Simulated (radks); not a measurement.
Problem. Species: Sm XIV. Configuration: [Kr] 4d9.75 4f1 5s2 5f0.25 (fractional occupations, a model configuration). Method: Dirac Kohn-Sham, PBE, spin-unpolarised, spherical densities, finite nucleus; open shells fill j = l - 1/2 first; Fermi nuclear charge, rms radius 5.0819 fm; computed with a radial shooting solver on a logarithmic mesh with Libxc functionals. Some entries of the table are withheld. Estimate them.

| orbital | occ. | eigenvalue (eV) | <r^2> (bohr^2) |
|---|---|---|---|
| 1s1/2 | 2 | (1) | 0.0007049 |
| 2s1/2 | 2 | -7884.884 | 0.01105 |
| 2p1/2 | 2 | -7487.842 | 0.008051 |
| 2p3/2 | 4 | -6885.135 | 0.009294 |
| 3s1/2 | 2 | -1939.892 | 0.07408 |
| 3p1/2 | 2 | -1769.061 | 0.06925 |
| 3p3/2 | 4 | -1646.886 | 0.07641 |
| 3d3/2 | 4 | -1350.494 | 0.06146 |
| 3d5/2 | 6 | -1323.986 | 0.06346 |
| 4s1/2 | 2 | -590.0271 | 0.3632 |
| 4p1/2 | 2 | -523.6008 | (2) |
| 4p3/2 | 4 | -495.0607 | (3) |
| 4d3/2 | 4 | -384.7600 | 0.4535 |
| 4d5/2 | 5.75 | -379.3609 | 0.4650 |
| 5s1/2 | 2 | -249.2738 | 1.478 |
| 4f5/2 | 1 | -247.4942 | 0.5468 |
| 4f7/2 | 0 | -246.5530 | 0.5522 |
| 5f5/2 | 0.25 | -133.1292 | 2.955 |
| 5f7/2 | 0 | -132.8618 | 2.970 |

Solution. 
(1) 1s1/2 eigenvalue (eV): -46894.40
(2) 4p1/2 <r^2> (bohr^2): 0.3792
(3) 4p3/2 <r^2> (bohr^2): 0.4129
